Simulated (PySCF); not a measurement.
Ligands exchanged one at a time, Si OCH3-SiH3. Gas-phase values, no solvent. One relaxed conformer stands for each flexible species; it need not be the lowest. Strings in code marks are SMILES.

Calculation: PBE-D3(BJ)/def2-TZVP // B3LYP-D3(BJ)/def2-SVP in PySCF. 

```csv
species,HOMO–LUMO gap (eV),HOMO (eV)
0 of 4 OCH3 replaced by SiH3 (`O([Si](OC)(OC)OC)C`),6.61,-6.46
1 of 4 OCH3 replaced by SiH3 (`CO[Si]([SiH3])(OC)OC`),5.81,-6.36
"2 of 4 OCH3 replaced by SiH3 (`[SiH3][Si](OC)([SiH3])OC` (C–O–Si–Si torsion 79°, Si–Si–O–C torsion 178°))",4.61,-5.93
3 of 4 OCH3 replaced by SiH3 (`[SiH3][Si]([SiH3])([SiH3])OC` (C–O–Si–Si torsion 60°)),4.38,-6.14
4 of 4 OCH3 replaced by SiH3 (`[SiH3][Si]([SiH3])([SiH3])[SiH3]`),5.81,-6.95
```
